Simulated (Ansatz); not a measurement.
A made-up structure of CH$_{2}$SiTe, closed shell:

```
5
angstrom
C -1.6022 -0.3880 -0.0682
Si 1.5613 0.6091 0.9780
Te -0.0814 -0.1898 -0.6748
H -2.6523 -0.6340 -0.0808
H 2.5995 0.6037 0.0093
```

It is relaxed with PBE-D4/def2-SVP and then PBE0-D4/def2-TZVP (Ansatz 0.2.0). Atoms count as bonded within 1.22 times the sum of their covalent radii (H–H: 0.88 Å). The end point is not checked to be a true minimum.

(1) Does its bonding change? (A judgement: the text doesn't fix the answer.)

Answers

(1) Computed: Yes. Formed: C1–Si2; broken: none.

Where it ends: The first stage lowers the energy by 5.13 eV in 25 steps. It ends as CH₂SiTe ([CH]1[SiH][Te]1):
```tsv
atom	x (Å)	y (Å)	z (Å)
C1	-0.6511	-0.2546	0.0865
Si2	0.8330	0.3571	0.9491
Te3	-0.7978	1.4515	-0.9422
H4	-1.3424	-1.0848	-0.0156
H5	1.7831	-0.4683	0.0857
```

Labels in which every atom is bracketed show which atoms are joined, not bond orders.

For scale, one of the runs: PBE0-D4/def2-TZVP relaxation, 130 basis functions, launched by `ansatz run in.yaml --threads 2 --pin off --events-out ev --progress --plain --max-ram 4352MiB`. Hardware: 2 CPU threads of an Arm Neoverse V1, shared host. Wall time about 17 s.
